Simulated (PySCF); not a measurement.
## Magnetic susceptibility: `C#CC1(c2ccccc2)CCC1`, C₁₂H₁₂

Molfile (atoms numbered from 1):
```
C12H12
     RDKit          3D

 24 25  0  0  0  0  0  0  0  0999 V2000
   -1.6812   -2.1236    1.6072 C   0  0  0  0  0  0  0  0  0  0  0  0
   -1.3197   -1.1488    1.0139 C   0  0  0  0  0  0  0  0  0  0  0  0
   -0.8827    0.0251    0.2855 C   0  0  0  0  0  0  0  0  0  0  0  0
    0.5618   -0.1758   -0.0959 C   0  0  0  0  0  0  0  0  0  0  0  0
    0.8935   -0.7994   -1.2916 C   0  0  0  0  0  0  0  0  0  0  0  0
    2.2188   -0.9947   -1.6365 C   0  0  0  0  0  0  0  0  0  0  0  0
    3.2280   -0.5747   -0.7873 C   0  0  0  0  0  0  0  0  0  0  0  0
    2.9040    0.0300    0.4151 C   0  0  0  0  0  0  0  0  0  0  0  0
    1.5788    0.2246    0.7610 C   0  0  0  0  0  0  0  0  0  0  0  0
   -1.2507    1.3432    1.0129 C   0  0  0  0  0  0  0  0  0  0  0  0
   -2.4288    1.5294    0.0481 C   0  0  0  0  0  0  0  0  0  0  0  0
   -1.8726    0.4114   -0.8428 C   0  0  0  0  0  0  0  0  0  0  0  0
   -1.9993   -2.9772    2.1273 H   0  0  0  0  0  0  0  0  0  0  0  0
    0.1093   -1.1379   -1.9531 H   0  0  0  0  0  0  0  0  0  0  0  0
    2.4637   -1.4773   -2.5716 H   0  0  0  0  0  0  0  0  0  0  0  0
    4.2628   -0.7250   -1.0579 H   0  0  0  0  0  0  0  0  0  0  0  0
    3.6864    0.3508    1.0877 H   0  0  0  0  0  0  0  0  0  0  0  0
    1.3323    0.6857    1.7064 H   0  0  0  0  0  0  0  0  0  0  0  0
   -1.5034    1.2445    2.0669 H   0  0  0  0  0  0  0  0  0  0  0  0
   -0.4820    2.1046    0.8924 H   0  0  0  0  0  0  0  0  0  0  0  0
   -2.5091    2.5096   -0.4172 H   0  0  0  0  0  0  0  0  0  0  0  0
   -3.3851    1.2710    0.4981 H   0  0  0  0  0  0  0  0  0  0  0  0
   -1.3601    0.7894   -1.7252 H   0  0  0  0  0  0  0  0  0  0  0  0
   -2.5765   -0.3652   -1.1358 H   0  0  0  0  0  0  0  0  0  0  0  0
  1  2  3  0
  2  3  1  0
  3  4  1  0
  4  5  2  0
  5  6  1  0
  6  7  2  0
  7  8  1  0
  8  9  2  0
  3 10  1  0
 10 11  1  0
 11 12  1  0
 12  3  1  0
  9  4  1  0
  1 13  1  0
  5 14  1  0
  6 15  1  0
  7 16  1  0
  8 17  1  0
  9 18  1  0
 10 19  1  0
 10 20  1  0
 11 21  1  0
 11 22  1  0
 12 23  1  0
 12 24  1  0
M  END
```

Level of theory: GIAO PBE0/pcSseg-1 magnetisability, rotational g tensor and spin-rotation constants, non-relativistic, gas phase in PySCF. Geometry: GFN2-xTB.

Q: How diamagnetic is it, and how anisotropic?

A: Isotropic -1830 × 10⁻³⁰ J/T², or -110.2 × 10⁻⁶ cm³/mol; principal values -2538, -1485, -1466 × 10⁻³⁰ J/T², anisotropy 1063 × 10⁻³⁰ J/T² (root of half the summed squared differences of the principal values). The susceptibility is in cgs units.

Q: Split it along the inertial axes a, b, c into diamagnetic and paramagnetic parts about the centre of mass, with the quadrupole moment.

A: 
```tsv
axis	χ (10⁻⁶ cm³/mol)	diamagnetic (10⁻⁶ cm³/mol)	paramagnetic (10⁻⁶ cm³/mol)	summed x² of all electrons (Å²)	quadrupole Θ (D Å)
a	-88.8	-859.2	770.4	370.6	+2.17
b	-152.3	-1964.7	1812.4	110.0	-3.69
c	-89.4	-2038.9	1949.5	92.5	+1.52
```
Anisotropies 2χaa − χbb − χcc = +64.1 and 2χbb − χaa − χcc = -126.4 × 10⁻⁶ cm³/mol. Θ is traceless in Buckingham's convention.

Q: And the rotational g tensor?

A: 
| axis | rotational constant (GHz) | g | nuclear part | electronic part |
| --- | --- | --- | --- | --- |
| a | 1.7268 | -0.0278 | 0.5971 | -0.6250 |
| b | 0.6621 | +0.0102 | 0.5739 | -0.5637 |
| c | 0.6303 | -0.0099 | 0.5674 | -0.5773 |

Asymmetric top; isotopes 12C, 1H; no vibrational averaging.
